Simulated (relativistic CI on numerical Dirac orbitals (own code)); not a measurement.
**Ar2+: what numerical and physical settings do to a radial Dirac CI calculation**

Reference input:

```
atom Ar  Z=18  charge=2  electrons=16
nucleus A=40  rms_radius_fm=3.4274
hamiltonian dirac-coulomb  breit=on  qed=on  c_scale=1
orbitals kli  potential=per-configuration
slater_scale 1
correlation none
mixing on
grid step=0.0125 r_max=34.3
scf mixing=0.4 start=green max_iterations=150 tolerance=2e-08 node_fill=0.05
configurations
  [Ne] 3s2 3p4
  [Ne] 3s 3p5
end
```

Computed lowest total energy -526.94902 Ha, first excitation 1117.8 cm⁻¹, 20 SCF steps. Runs with settings changed; * marks those that are bad on purpose:

| Changed | Outcome | Lowest level | ΔE (Ha) | First excitation (cm⁻¹) | SCF steps | Message |
| --- | --- | --- | --- | --- | --- | --- |
| iteration limit 30, SCF tolerance 1e-05 | converged | 3s²3p⁴ ³P2 | -3.7e-08 | 1117.8 | 16 |  |
| Breit term off | converged | 3s²3p⁴ ³P2 | -0.132 | 1159.2 | 20 |  |
| SCF mixing 0.9, node fill of the KLI weights 0.5 | converged | 3s²3p⁴ ³P2 | 0.0114 | 1149.6 | 16 |  |
| node fill of the KLI weights 0 | converged | 3s²3p⁴ ³P2 | 0.000637 | 1111.6 | 20 |  |
| node fill of the KLI weights 50 * | converged | 3s²3p⁴ ³P2 | 0.284 | 1265.1 | 22 |  |
| charge 4 * | refused |  |  |  | 0 | configuration [Ne] 3s2 3p4 has 16 electrons, the ion has 14 |

With so few configurations and no correlation, terms lie too far apart (by 10 to 50 % near neutrality), their order can be wrong, and levels of other configurations are missing.
